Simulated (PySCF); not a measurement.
(CH3CH2)2CFCH3, C6H13F.
Numbering: `[CH3:1][CH2:2][C:3]([CH3:4])([F:5])[CH2:6][CH3:7]` (hydrogens: H8, H9, H10 on C1; H11, H12 on C2; H13, H14, H15 on C4; H16, H17 on C6; H18, H19, H20 on C7)

The same species was optimised twice, with GFN2-xTB and with PBE0-D3(BJ)/def2-SVP (PySCF), and the same property calculations (PySCF, gas phase) were run on both structures.

```tsv
coordinate	GFN2-xTB	PBE0-D3(BJ)/def2-SVP	change
C3–C4 (Å)	1.526	1.518	-0.008
C2–C3 (Å)	1.533	1.527	-0.006
C1–C2 (Å)	1.525	1.519	-0.006
C3–C6 (Å)	1.533	1.528	-0.005
C3–F5 (Å)	1.403	1.400	-0.003
C6–C7 (Å)	1.523	1.520	-0.003
C3–C6–C7 (°)	114.5	115.7	+1.2
C1–C2–C3 (°)	113.9	114.6	+0.7
C2–C3–C6 (°)	114.4	113.9	-0.5
C2–C3–C4 (°)	110.6	111.0	+0.4
C4–C3–F5 (°)	106.3	106.5	+0.2
C4–C3–C6 (°)	112.3	112.5	+0.2
F5–C3–C6 (°)	105.6	105.5	-0.1
C2–C3–F5 (°)	106.9	106.8	-0.1
C1–C2–C3–C4 (°)	177	175	-2
C2–C3–C6–C7 (°)	-60	-60	0
```

Rotational constants: A = 2679, B = 2339, C = 1749 MHz (GFN2-xTB) against A = 2683, B = 2333, C = 1745 MHz (PBE0-D3(BJ)/def2-SVP). Point groups within 0.08 Å: C1 and C1.

On the GFN2-xTB structure: HOMO (eV) -8.68 [PBE0/pcSseg-1]; LUMO (eV) 1.34 [PBE0/pcSseg-1]; dipole (D) 1.85 [PBE0/pcSseg-1]; GIAO shielding of C1/C7 (mean) (ppm) 176.7 [PBE0/pcSseg-1]; GIAO shielding of C2/C6 (mean) (ppm) 153.6 [PBE0/pcSseg-1]; GIAO shielding of C3 (ppm) 88.2 [PBE0/pcSseg-1]; GIAO shielding of C4 (ppm) 158.5 [PBE0/pcSseg-1]; GIAO shielding of F5 (ppm) 350.4 [PBE0/pcSseg-1].

Question: What do these properties become on the PBE0-D3(BJ)/def2-SVP structure?

Answer: 
| property | level | on GFN2-xTB | on PBE0-D3(BJ)/def2-SVP | change |
| --- | --- | --- | --- | --- |
| HOMO (eV) | PBE0/pcSseg-1 | -8.68 | -8.67 | +0.01 |
| LUMO (eV) | PBE0/pcSseg-1 | 1.34 | 1.31 | -0.03 |
| dipole (D) | PBE0/pcSseg-1 | 1.85 | 1.83 | -0.02 |
| energy, GFN2-xTB geometry as zero (kcal/mol) | PBE0/pcSseg-1 | 0.0 | -0.5 | -0.5 |
| GIAO shielding of C1/C7 (mean) (ppm) | PBE0/pcSseg-1 | 176.7 | 174.6 | -2.1 |
| GIAO shielding of C2/C6 (mean) (ppm) | PBE0/pcSseg-1 | 153.6 | 152.7 | -0.9 |
| GIAO shielding of C3 (ppm) | PBE0/pcSseg-1 | 88.2 | 89.8 | +1.6 |
| GIAO shielding of C4 (ppm) | PBE0/pcSseg-1 | 158.5 | 157.0 | -1.5 |
| GIAO shielding of F5 (ppm) | PBE0/pcSseg-1 | 350.4 | 350.2 | -0.2 |

The heavy atoms differ by 0.011 Å rms after alignment. Among bonds between heavy atoms C3–C4 changes most (-0.008 Å). Changes are differences of the printed values. Neither structure is proved a minimum here.

Shape of the structure used: `[CH3:1][CH2:2][C:3]([CH3:4])([F:5])[CH2:6][CH3:7]`: C1–C2–C3–C4 175°, C2–C3–C6–C7 -60°.
